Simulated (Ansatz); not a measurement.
Process, species as SMILES: CNB(O)O [methylaminoboronic acid] → C[N]B(O)O + H atom (the H-N bond at the site shown breaks; other sites are not compared here)
Geometries: B3LYP-D3(BJ)/def2-TZVP minima from Ansatz (an electronic-structure program), one conformer each, not searched for the lowest. Frequencies are from Ansatz.

Quantity: bond dissociation energy (enthalpy at 298 K, with B3LYP-D3(BJ) rigid-rotor harmonic-oscillator terms), in eV. Cores are frozen in the correlated levels unless marked. UHF or UKS for open shells. No spin-orbit coupling. Non-relativistic. Basis-set limits of correlation are two-point, X^-3; Hartree-Fock from the larger set. [CCSD(T)-MP2]/basis is that difference in the basis named.

```
level                                                     program  bond dissociation energy (eV)
-------------------------------------------------  --------------  -----------------------------
PBE0/def2-QZVPP                                            Ansatz                           4.36
CAM-B3LYP-D3(BJ)/def2-TZVPD                        Ansatz + dftd3                           4.45
SCS-MP2/STO-3G                                             Ansatz                           4.43
SCS-MP2/6-31G                                              Ansatz                           4.09
CCSD(T)/6-31G                                              Ansatz                           4.00
RI-MP2/CBS(cc-pVTZ,cc-pVQZ)+[CCSD(T)-MP2]/cc-pVDZ          Ansatz                           4.65
CCSD(T)/CBS(cc-pVTZ,cc-pVQZ)                               Ansatz                           4.60
```
